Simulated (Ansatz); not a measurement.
```yaml
crystal:
  periodic: [false, false, false]
  atoms:
    - {symbol: Si, position_ang: [-0.923894, 0.527126, -0.237997]}
    - {symbol: C, position_ang: [0.885957, -0.276673, 0.142625]}
    - {symbol: I, position_ang: [1.045958, -1.808158, 1.687162]}
    - {symbol: H, position_ang: [-1.708216, -0.749949, -0.211380]}
    - {symbol: H, position_ang: [-0.880860, 1.293993, -1.118357]}
    - {symbol: H, position_ang: [-1.157441, 1.293858, 1.109616]}
    - {symbol: H, position_ang: [1.522170, 0.336851, 0.197261]}
    - {symbol: H, position_ang: [1.059873, -0.880978, -1.085944]}
basis:
  gaussian: {orbitals: x2c-TZVPPall}
magnetization: {spin_polarized: true, initial_magnetization: 0}
hamiltonian: {xc: {name: HF}}
correlation: {method: mp2, frozen_orbitals: {Si: 9}}
output: {forces: true}
```

```sh
$ ansatz run in.yaml --threads 2 --pin off --events-out ev --progress --plain --max-ram 4352MiB
```

Shortened log:

```
Functional definition: HF
Error: "frozen_orbitals" has no count for C
```

In this input frozen orbitals are typed for one element alone, and the program wants a count for each. The program refused the input.
